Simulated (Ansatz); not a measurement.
Program: Ansatz. Geometries: PBE0-D4/def2-TZVP. ΔE: electronic, gas phase. CCSD(T)/CBS is the MP2 limit (def2-TZVPP, def2-QZVPP) plus CCSD(T) − MP2 in def2-TZVPP, frozen cores. Functionals use def2-TZVPP. Each species was taken in one conformer, which may not be the lowest.

`[SiH3][SiH2][SiH2][SiH3]` + `BNC=C` → `BN(C=C)[SiH2][SiH3]` + `[SiH3][SiH3]`  (cleavage of the Si–Si bond)

`[SiH3][SiH2][SiH2][SiH3]`:

Cartesian coordinates in Å:
```
Si -0.303 2.302 0.469
Si 0.265 0.314 1.562
Si -0.464 -1.517 0.304
Si 0.449 -1.414 -1.846
H 0.096 3.491 1.269
H 0.382 2.361 -0.850
H -1.773 2.351 0.240
H 1.746 0.243 1.713
H -0.343 0.292 2.922
H -1.951 -1.483 0.209
H -0.069 -2.795 0.962
H 0.055 -2.598 -2.657
H -0.027 -0.184 -2.533
H 1.934 -1.365 -1.764
```

`BNC=C`:

```xyz
10

B    -0.365    1.265    1.321
N     0.110    0.136    0.654
C    -0.095   -0.178   -0.685
C     0.370   -1.261   -1.298
H    -1.016    2.059    0.709
H    -0.105    1.396    2.479
H     0.662   -0.545    1.156
H    -0.688    0.561   -1.214
H     0.963   -2.005   -0.777
H     0.163   -1.428   -2.345
```

`BN(C=C)[SiH2][SiH3]`:

```xyz
16

B     0.362    0.680   -2.271
N     0.023    0.618   -0.907
C    -1.303    0.829   -0.503
C    -1.746    0.859    0.750
Si    1.235    0.193    0.316
Si    0.689   -1.834    1.368
H     1.493    0.491   -2.605
H    -0.499    0.920   -3.068
H    -1.989    0.975   -1.332
H    -2.797    1.021    0.946
H    -1.098    0.741    1.611
H     1.336    1.287    1.321
H     2.524    0.076   -0.404
H     1.945   -2.466    1.859
H    -0.219   -1.642    2.530
H     0.043   -2.749    0.389
```

`[SiH3][SiH3]`:

Z-matrix (Å, degrees):
```
Si
Si 1 2.338
H 1 1.488 2 110.3
H 1 1.488 2 110.3 3 120.0
H 1 1.488 2 110.3 3 -120.0
H 2 1.488 1 110.3 3 59.9
H 2 1.488 1 110.3 3 179.9
H 2 1.488 1 110.3 3 -60.1
```

CCSD(T)/CBS gives -3.3 kcal/mol.

Task: Another level gave -2.8 kcal/mol. Which?
A. B2PLYP/def2-TZVPP
B. r2SCAN-D4/def2-TZVPP
C. revPBE-D4/def2-TZVPP
D. revPBE/def2-TZVPP

Result: A. B2PLYP -2.8, r2SCAN-D4 -0.5, revPBE 4.0, revPBE-D4 0.5 kcal/mol.

Largest T1 diagnostic among the species: 0.014.

The D4 term adds −1.5 kcal/mol with B3LYP and −0.8 kcal/mol with PBE0; it sums over pairs of atoms, weighted by their polarisabilities, and B3LYP, whose exchange is more repulsive, gets the larger term. Leaving LDA and LC-ωPBE aside and taking each functional with its dispersion term where it has one, the values, not all of them listed here, spread over 5.5 kcal/mol, from ωB97M-V to PBE-D4. LDA lies −2.5 kcal/mol from PBE without D4.

B3LYP here is the variant with VWN-RPA as its local correlation; programs differ in this.
